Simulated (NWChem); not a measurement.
# C₄H₅F; SMILES C[C@H](F)C#C

All runs: NWChem. Pople sets run with spherical d functions. All runs use the structure optimised with B3LYP/6-31G* (spherical d). Level: B3LYP/6-31G* with SMD, gas-phase geometry; reactions with the solvents are ignored.

| SMD term (kcal/mol) | water | toluene |
|---|---|---|
| distortion of the solute's density | 0.75 | 0.22 |
| polarisation | -6.11 | -3.20 |
| cavity, dispersion and structure | 4.66 | -0.41 |

Task: Sum the solvation free energies, find the transfer free energy from water to toluene and the partition coefficient at 298.15 K.

Result: 
1. ΔG(solv, water) = -0.70 kcal/mol and ΔG(solv, toluene) = -3.39 kcal/mol (1 M gas to 1 M solution).
2. Transfer: -3.39 − (-0.70) = -2.69 kcal/mol.
3. log₁₀ K(toluene/water) = −ΔG/(RT ln 10) = 2.69/1.364 = 2.0, so the model puts more of the solute in toluene.
4. Of the transfer energy, 2.38 kcal/mol is electrostatic and -5.07 comes from the non-electrostatic term. The two phases are taken as the pure solvents.
